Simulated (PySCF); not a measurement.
Delta-SCF ions had no search for a lower state. Excitations are Tamm–Dancoff values on a coarser integration grid. The basis has no diffuse functions, so Rydberg states are missing or too high.

Cartesian coordinates (Å):
```xyz
6

B     -0.9690     0.2070    -0.4782
C      0.3175    -0.0690     0.2646
C      1.3430    -0.2876     0.8599
H     -1.1548     1.2782    -0.9523
H     -1.7832    -0.6494    -0.5819
H      2.2490    -0.4805     1.3856
```
Charge 0, multiplicity 1.

Problem. Predict the S1 excitation (TDA), vertical ionisation energy (Delta-SCF), HOMO, HOMO–LUMO gap and total energy from M06-2X/def2-TZVP run with PySCF.

Solution. 
| Quantity | Result |
|---|---|
| S1 excitation (TDA) | 3.96 eV |
| vertical ionisation energy (Delta-SCF) | 10.69 eV |
| HOMO | -9.32 eV |
| HOMO–LUMO gap | 7.88 eV |
| total energy | -102.7679 Ha |
